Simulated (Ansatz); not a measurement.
The cluster Pd₄H₃. Charge 0, multiplicity 2. Geometry B3LYP-D4/def2-SVP, basis def2-TZVP, Ansatz.

```xyz
7

Pd    2.0033    1.3258    0.5966
Pd    0.3328    0.9683   -1.3762
Pd    0.1867   -0.7969    0.6460
Pd   -2.1883   -0.3535   -0.7528
H    -0.9283    0.5960   -0.2089
H     1.8837   -0.2734    0.9762
H    -1.2898   -1.4663    0.1190
```

```json
{"run": "A", "HOMO (eV)": "-5.66", "LUMO (eV)": "-3.20"}
{"run": "B", "HOMO (eV)": "-4.72", "LUMO (eV)": "-4.14"}
{"run": "C", "HOMO (eV)": "-5.56", "LUMO (eV)": "-3.56"}
{"run": "D", "HOMO (eV)": "-4.95", "LUMO (eV)": "-4.79"}
{"run": "E", "HOMO (eV)": "-4.67", "LUMO (eV)": "-4.39"}
```

In the def2 sets Pd takes a core potential; there is no spin–orbit coupling. B3LYP takes the VWN-RPA correlation. No other spin state of charge 0 was run. Another isomer (doublet) lies 0.24 eV lower at PBE-D4/def2-TZVP; other spin states weren't run for this one.

HOMO and LUMO are taken over both spins.

**Question.** The runs used B3LYP, LDA (SPW92), PBE, PBE0, r2SCAN. Estimate which is which.

**Answer.** A PBE0 (25 % exact exchange); B r2SCAN (0 % exact exchange); C B3LYP (20 % exact exchange); D LDA (SPW92) (0 % exact exchange); E PBE (0 % exact exchange). Exact exchange lowers occupied and raises empty levels; among semilocal functionals meta-GGAs tend to open the gap a little, and such runs are hard to tell apart. The gap grows from 0.16 eV (LDA (SPW92)) to 2.46 eV (PBE0).
